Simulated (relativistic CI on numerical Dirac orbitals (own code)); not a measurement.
# Hyperfine structure of Sm LXI, mass number 147

Method of calculation: Dirac-Coulomb-Breit CI, KLI orbitals optimised for each configuration, model QED (radiative potential, 1s self-energy scaled to tabulated hydrogen-like ionisation energies), unscaled Slater integrals (own radial code, finite nucleus).

Configurations in the expansion: 1s2, 1s 2s, 1s 2p, 1s 3s, 1s 3p, 1s 3d, 1s 4s, 1s 4p, 1s 4d, 1s 4f, 1s 5s, 1s 5p, 1s 5d, 1s 5f, 1s 5g, 1s 6s, 1s 6p, 1s 6d, 2s2. Levels of other configurations are missing.

Nuclear spin I = 7/2, μ = -0.809 μN, Q = -0.26 b (tables of Stone and Pyykkö). The electronic factors are computed for point nuclear moments, without core polarisation or the Bohr-Weisskopf and QED corrections.

```
      Level   E (eV)  A (GHz)  B (GHz)
 1s 2s 3S_1  40326.1   -11010  0.00558
1s 2p 3P°_1  40418.0   -10100     10.3
1s 2p 3P°_2  41131.6    -4921     -263
1s 2p 1P°_1  41172.7     4673     -140
 1s 3s 3S_1  48015.0   -10070   0.0071
1s 3p 3P°_1  48039.9    -9799     2.79
1s 3p 3P°_2  48252.2    -4863    -81.9
 1s 3d 3D_2  48261.3    -4855    -16.2
```

Levels with J = 0, under 50 % of one LS term, or S terms without an open s electron are left out. Small factors come from cancelling terms and can be off by tens of per cent or more.

At this charge energies of transitions that change n are usually good to better than 1 %, and those within a shell (Δn = 0) to a few per cent.

**Question.** Give the hyperfine levels of 1s 2s 3S_1 relative to its centre of gravity.

**Answer.** With K = F(F + 1) − I(I + 1) − J(J + 1), E = AK/2 + B[¾K(K + 1) − I(I + 1)J(J + 1)]/[2I(2I − 1)J(2J − 1)]: F = 5/2: 49550, F = 7/2: 11010, F = 9/2: -38540 GHz.

LS names give the leading component of a level, which can be under half, so a name can repeat, a term be missing and a line seem to break the LS rules.
